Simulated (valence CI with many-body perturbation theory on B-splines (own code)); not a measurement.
The numbers below are computed, except where a source is named.
# Sm12+: magnetic and hyperfine properties of the levels

Level of theory: relativistic CI+MBPT: four valence electrons over a frozen Dirac-Fock core [Kr] 4d10, radial functions for each j: 8 s, 8 p, 9 d, 9 f, 6 g, 3 h, 2 i, with the one-electron correlation potential Σ1 (screened to all orders), the two-electron term Σ2, the three-electron term Σ3, Breit, model QED; selected single and double excitations, second order for the rest, scaled by the run's own slope (own B-spline code, finite nucleus).

No measured spectrum was set against this ion. As an estimate, terms of the open shell hold to a few per cent of their energy, and close levels can change places; configurations with another count of f electrons can be misplaced by thousands of cm⁻¹. Core correlation moves these levels by up to 34000 cm⁻¹, and in measured spectra 5 to 20 % of such shifts remained as error; rates that hang on mixing are uncertain with them.

A/g_I is the dipole constant over the nuclear g factor μ/I (μ in nuclear magnetons, uniformly magnetised nucleus), B/Q the quadrupole constant per barn. Both hold the static response of the core; the bare values leave it out. Large factors of s and p1/2 electrons are usually good to 5 to 10 %; those of open d and f shells near neutrality can be off by tens of per cent, and small factors of p3/2, d and f electrons come from cancelling terms and can be off by a factor of two or in sign, in half-filled shells by more. B is blank for J = 1/2, where it vanishes, and for nearly pure S terms. Energies count from the lowest level. Levels with J = 0 are left out.

Names give the largest LS component (configuration and term), which can be under half, so a name can repeat, a term be missing and a line seem to break the LS rules; names also repeat where a configuration has a term twice. Letters in brackets count levels of one name in rising energy.

```tsv
Level	E (cm⁻¹)	g	A/g_I (MHz)	A/g_I bare	B/Q (MHz/b)	B/Q bare
4f2.5s2 3H_4	0.0	0.807	1130	1080	1510	1260
4f2.5s2 3H_5	4703	1.032	813	913	1610	1320
4f2.5s2 3F_2	8637	0.677	1140	937	-458	-379
4f2.5s2 3H_6	9417	1.165	632	824	1810	1470
4f2.5s2 3F_3	11811	1.082	723	851	-450	-381
4f2.5s2 3F_4	12278	1.133	742	938	-96.6	-95.3
4f2.5s2 1G_4	18540	1.106	649	778	-42.9	-33.1
4f2.5s2 1D_2	29900	1.046	756	853	-1030	-856
4f2.5s2 1I_6	37101	1.000	809	874	3530	2910
4f2.5s2 3P_1	37873	1.500	-11.2	344	534	437
4f2.5s2 3P_2	40597	1.441	417	861	-1100	-901
4f3.5s 5I°_4	76016	0.604	-10100	-9540	530	436
4f3.5s 5I°_5	78032	0.900	335	374	513	410
4f3.5s 5I°_6	80487	1.070	4590	4450	555	434
4f3.5s 5I°_7	83233	1.177	6590	6380	636	490
4f3.5s 5I°_8	86170	1.248	7640	7410	746	572
4f3.5s 3I°_5 [a]	92333	0.848	3810	3560	564	464
4f3.5s 5F°_1	94520	0.021	-26800	-25500	-200	-160
4f3.5s 5F°_2	95490	1.006	3970	3800	-104	-87.1
4f3.5s 3I°_6 [a]	96688	1.026	-1610	-1330	651	517
4f3.5s 5F°_3	96836	1.245	9240	8880	-276	-231
4f3.5s 5S°_2	97938	1.975	28200	27000		
4f3.5s 5F°_4	98049	1.281	8270	8030	-686	-566
4f3.5s 5F°_5	98785	1.295	11400	11000	-955	-782
4f3.5s 3H°_4	99963	0.889	-7120	-6540	-184	-147
4f3.5s 3I°_7	100980	1.138	-4450	-3880	766	596
4f3.5s 3H°_5	101880	1.139	8650	8250	-160	-133
4f3.5s 5G°_2	103810	0.336	-17500	-16600	-66.5	-46.0
4f3.5s 5G°_3	104500	0.889	-2390	-2160	-56.0	-39.2
4f3.5s 3H°_6	104610	1.180	9950	9480	-123	-119
4f3.5s 5G°_4	106220	1.114	6760	6500	96.3	81.2
4f3.5s 3G°_3 [a]	107480	0.806	-8050	-7500	-689	-559
4f3.5s 5G°_5	108770	1.230	8290	8000	96.6	73.9
4f3.5s 3G°_4 [a]	109740	1.071	7190	6830	-638	-516
4f3.5s 3F°_2	109780	0.778	9720	8940	-541	-436
4f3.5s 3K°_6	109920	0.860	-7210	-6660	1890	1520
4f3.5s 1H°_5	110090	1.093	-498	-262	-352	-292
4f3.5s 3K°_7	111100	1.017	4900	4690	1960	1570
```

Task: Take the isotope of mass number 147, with I = 7/2, μ = -0.809 μN and Q = -0.26 b. What is the hyperfine structure of 4f2.5s2 1D_2?

Result: From the table A = -175 MHz, B = 269 MHz. Shifts from the centre of gravity in MHz: F = 3/2: 1720, F = 5/2: 1160, F = 7/2: 448, F = 9/2: -354, F = 11/2: -1160.
